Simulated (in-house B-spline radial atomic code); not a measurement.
Orbital energies and mean radii along the 4-electron series, configuration [He] 2s2. The effective charge is n√(-2ε), a non-relativistic measure. Computed with a radial B-spline atomic code at the basis-set limit: Dirac-Hartree-Fock, average of the configuration, finite nuclei.

| ion | Z | energy of 1s1/2 (Eh) | mean radius of 1s1/2 (bohr) | energy of 2s1/2 (Eh) | mean radius of 2s1/2 (bohr) | effective charge of 1s1/2 |
| --- | --- | --- | --- | --- | --- | --- |
| Ni24+ | 28 | -367.83 | 0.053601 | -84.163 | 0.22342 | 27.123 |
| Cu25+ | 29 | -395.9 | 0.051673 | -90.909 | 0.21505 | 28.139 |
| Zn26+ | 30 | ? | ? | ? | ? | ? |
| Ga27+ | 31 | -455.22 | 0.04819 | -105.21 | 0.19998 | 30.174 |
| Ge28+ | 32 | -486.5 | 0.046611 | -112.77 | 0.19317 | 31.193 |
| As29+ | 33 | -518.86 | 0.045127 | -120.61 | 0.18679 | 32.214 |
| Se30+ | 34 | ? | ? | ? | ? | ? |
| Br31+ | 35 | -586.86 | 0.042412 | -137.11 | 0.17516 | 34.259 |
| Kr32+ | 36 | -622.5 | 0.041166 | -145.78 | 0.16983 | 35.285 |
| Rb33+ | 37 | -659.26 | 0.039987 | -154.74 | 0.1648 | 36.311 |
| Sr34+ | 38 | -697.12 | 0.038869 | -163.98 | 0.16004 | 37.34 |
| Zr36+ | 40 | ? | ? | ? | ? | ? |
| Nb37+ | 41 | -817.49 | 0.035836 | -193.42 | 0.14717 | 40.435 |

Question: Fill in the row of Zn26+.

Answer: energy of 1s1/2 (Eh): -425.02; mean radius of 1s1/2 (bohr): 0.049874; energy of 2s1/2 (Eh): -97.925; mean radius of 2s1/2 (bohr): 0.20725; effective charge of 1s1/2: 29.156.

Question: Fill in the row of Se30+.

Answer: energy of 1s1/2 (Eh): -552.31; mean radius of 1s1/2 (bohr): 0.04373; energy of 2s1/2 (Eh): -128.72; mean radius of 2s1/2 (bohr): 0.1808; effective charge of 1s1/2: 33.236.

Question: Fill in the row of Zr36+.

Answer: energy of 1s1/2 (Eh): -776.23; mean radius of 1s1/2 (bohr): 0.036798; energy of 2s1/2 (Eh): -183.32; mean radius of 2s1/2 (bohr): 0.15125; effective charge of 1s1/2: 39.401.

Question: How does the screening of 1s1/2 change?

Answer: Z less the effective charge goes from 0.88 at Z = 28 to 0.57 at Z = 41.
